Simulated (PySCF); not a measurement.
Bonds (- single, = double, # triple, : aromatic): C1-O2, O2-B3, B3-N4, N4-C5, C5=O6, B3-O7, O7-C8. C1 carries H9, H10, H11; N4 carries H12; C5 carries H13; C8 carries H14, H15, H16.

Geometry: PBE0-D3(BJ)/def2-SVP; GIAO absolute shieldings from PySCF 2.14, gas phase, non-relativistic, averaged over equivalent atoms.

At PBE0/pcSseg-1 (176 basis functions, 24 s wall time on 1 thread of an Arm Neoverse V2, shared host):
| atoms | σ (ppm) |
| --- | --- |
| C5 | 20.9 |
| C1/C8 | 130.5 |
| O6 | -129.2 |
| O2/O7 | 259.4 |
| B3 | 83.7 |
| N4 | 113.9 |
| H13 | 23.33 |
| H12 | 26.50 |
| H9/H10/H11/H14/H15/H16 | 27.22 |

Q: Estimate the result of repeating the calculation with CAM-B3LYP/pcSseg-1.

A: 
```
                 atoms  σ at CAM-B3LYP/pcSseg-1  change
                    C5                     14.3    -6.6
                 C1/C8                    128.3    -2.2
                    O6                   -133.9    -4.7
                 O2/O7                    263.4    +4.0
                    B3                     81.4    -2.3
                    N4                    113.3    -0.6
                   H13                    23.43   +0.10
                   H12                    26.68   +0.18
H9/H10/H11/H14/H15/H16                    27.25   +0.03
```

The largest change is at C5 (amide carbonyl carbon). Cost: 176 basis functions, 23 s wall time on 1 thread of an Arm Neoverse V2, shared host.

Hydrogen bonding in solution deshields acid and N–H amide carbonyl carbons by as much as 10 ppm beyond these values.
